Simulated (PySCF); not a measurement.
# Correlation energy of C⁻ (carbon, charge -1)

[He] 2s2 2p3, high-spin 4S determinant. Calculation: PySCF 2.14, in x2c-TZVPPall with one added diffuse shell each of s, p, d type (6s4p3d1f, 40 functions); scalar relativity by spin-free X2C-1e. Frozen: 1s2; 5 electrons correlated.

```csv
level,correlation energy (mhartree)
CCSD,-111.65
(T),-4.47
CCSD(T),-116.12
```

Diagnostics: T1 = 0.021, D1 = 0.0361, largest double amplitude 0.035.

Cost of the coupled-cluster step: about 1.7 core-seconds, for 5 correlated electrons.
